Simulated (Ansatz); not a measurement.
`[NH2][Ge]([F])([F])[F]` → F₂ + `[NH2][Ge][F]` at 400 K and 1 bar (germylene formation by 1,1-elimination).

Program: Ansatz. Geometries: PBE0-D4/def2-TZVP. ΔE: electronic, gas phase. CCSD(T)/CBS adds triple-zeta CCSD(T) − MP2 to the extrapolated MP2 energy (def2 sets, frozen cores). This one scheme is used for every species. For Ge outer-core shells are correlated without core-valence functions, which leaves a few kJ/mol of doubt a bond. Scalar relativity is left out up to krypton. Each species was taken in one conformer, which may not be the lowest.

| species | CCSD(T)/CBS energy (Eh) | H − E (kJ/mol) | S (J/(mol·K)) |
| --- | --- | --- | --- |
| `[NH2][Ge]([F])([F])[F]` | -2431.53610 | 117.9 | 374.6 |
| F₂ | -199.39789 | 18.5 | 211.0 |
| `[NH2][Ge][F]` | -2231.86581 | 92.4 | 304.6 |

H − E and S are ideal-gas, rigid-rotor, harmonic terms from PBE0-D4/def2-TZVP, for one conformer and one mirror image of each species. 1 Eh = 2625.50 kJ/mol, R = 8.31446 J/(mol·K).

Q: By hand: ΔE, ΔH, ΔS and ΔG.

A: ΔE = (-199.39789) + (-2231.86581) − (-2431.53610) = 0.27240 Eh = 715.2 kJ/mol. Δ(H − E) = 18.5 + 92.4 − 117.9 = -7.0, so ΔH = 708.2 kJ/mol. ΔS = 211.0 + 304.6 − 374.6 = 141.0 J/(mol·K). ΔG = 708.2 − 400 × (141.0)/1000 = 651.8 kJ/mol.

Q: By hand: the equilibrium constant, and the temperature at which ΔG would vanish if ΔH and ΔS stayed fixed.

A: log₁₀ K = −ΔG/(RT ln 10) = -85.1. ΔG = 0 at ΔH/ΔS = 5023 K, far beyond where these terms or the molecules hold.

The number of gas molecules changes by +1, which sets the sign of ΔS. A doubt of 5 kJ/mol in ΔE shifts log₁₀ K by 0.7 here. Other conformers and mirror images would add mixing entropy, several J/(mol·K) or more a flexible species. These are equilibria of isolated gas molecules and say nothing of rates. Largest T1 diagnostic: 0.014 (customary marks: 0.02 for closed shells, 0.045 for open ones).
